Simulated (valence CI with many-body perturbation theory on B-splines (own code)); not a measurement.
**Sb44+ in brief**

Calculated by configuration interaction combined with many-body perturbation theory (CI+MBPT): five valence electrons over a frozen Dirac-Fock core [He], radial functions for each j: 11 s, 11 p, 10 d, 8 f, 5 g, 2 h, with the one-electron correlation potential Σ1, the two-electron term Σ2, the three-electron term Σ3, Breit, model QED; selected CI, second order for the rest, scaled by the run's own slope (own B-spline code, finite nucleus).

No measured spectrum was set against this ion. As an estimate, large intervals hold to a few tenths of a per cent, small ones and those within an open d or f shell to about a per cent. Among the levels kept, up to 7200 cm⁻¹ of a level comes from second order outside the variational space, and about a tenth of that is noise between levels of different J, which matters for small intervals.

Levels are named by their leading jj configuration (3d3/2^4 stands for four electrons in 3d with j = 3/2), which in mixed levels can hold well under half, so a name can repeat and another be missing.

Rates and lifetimes use the calculated energies. Strong lines usually hold to 10 to 20 %, long lifetimes can be off by a factor of two.

(1) What is the ground level?

(2) Among levels below 5162.9 eV, which E1 lines absorb most strongly from the ground level?

(3) How well does LS coupling describe the low levels?

(4) Name the longest-lived excited levels whose lifetime is computed, and their main decay.

(5) What is the ionisation energy?

## Answers

(1) (2s^2 2p1/2^2 2p3/2) J=3/2, composition 46 % 2s2 2p3 2P° + 29 % 2s2 2p3 4S° + 26 % 2s2 2p3 2D°, g = 1.372.

(2) to (2s^2 2p1/2 2p3/2 3d3/2) J=5/2 at 0.2739 nm, f = 0.591; to (2s^2 2p1/2^2 3d5/2) J=5/2 at 0.2895 nm, f = 0.522; to (2s^2 2p1/2 2p3/2 3d3/2) J=3/2 at 0.2736 nm, f = 0.276.

(3) Among the lowest 20 levels the leading LS term, summed over configurations, holds 61 % on average. For single configurations the figures are 61 % in LS and 98 % in jj coupling. Terms mix most in the J = 3/2 level at 4194.0 eV, where the leading one holds 31 %.

(4) (2s^2 2p1/2 2p3/2^2) J=5/2 at 266.1 eV lives 37.0 ns, mostly by M1 to (2s^2 2p1/2^2 2p3/2) J=3/2; (2s^2 2p1/2 2p3/2^2) J=1/2 at 294.6 eV lives 9.17 ns, mostly by M1 to (2s^2 2p1/2^2 2p3/2) J=3/2; (2s^2 2p1/2 2p3/2^2) J=3/2 at 247.0 eV lives 6.43 ns, mostly by M1 to (2s^2 2p1/2^2 2p3/2) J=3/2.

(5) 7390.5 eV; NIST lists 7390 ± 4 eV (theoretical).
